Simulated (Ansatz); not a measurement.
Reaction (substitution at a C–C bond): `CC(F)[SiH2]N` + H₂Te → `N[SiH2]C(F)[TeH]` + CH₄

Program: Ansatz. Geometries: PBE0-D4/def2-TZVP. ΔE: electronic, gas phase. CCSD(T)/CBS is the MP2 limit (def2-TZVPP, def2-QZVPP) plus CCSD(T) − MP2 in def2-TZVPP, frozen cores. This one scheme is used for every species. DFT in def2-TZVPP. B3LYP here is the variant with VWN-RPA as its local correlation; programs differ in this. Elements past krypton have def2 core potentials. For Te outer-core shells are correlated without core-valence functions, which leaves a few kJ/mol of doubt a bond. One conformer a species, not always the lowest.

```
          level  ΔE (kJ/mol)
         PBE-D4        -21.2
        PBE0-D4        -13.4
        ωB97X-V         -6.1
          B3LYP         -8.6
  HF/def2-TZVPP         10.7
 MP2/def2-TZVPP        -19.4
CCSD/def2-TZVPP         -5.6
 CCSD/CBS(def2)        -12.8
```

Problem. What does CCSD(T)/CBS give? (Estimate.)

Solution. Ansatz gave: -18.3 kJ/mol. The listed levels differ from it by -2.9, 4.9, 12.2, 9.7, 29.0, -1.1, 12.7, 5.5 kJ/mol.

Largest T1 diagnostic among the species: 0.012.

In def2-TZVPP, CCSD(T) changes the Hartree–Fock value by −21.8 kJ/mol (the triples alone add −5.6 kJ/mol) and MP2 by −30.1 kJ/mol. The D4 term adds −7.6 kJ/mol with B3LYP and −3.9 kJ/mol with PBE0; it sums over pairs of atoms, weighted by their polarisabilities, and B3LYP, whose exchange is more repulsive, gets the larger term. From PBE to PBE0 (25 % exact exchange), in def2-TZVPP and without D4, ΔE moves by +7.4 kJ/mol.
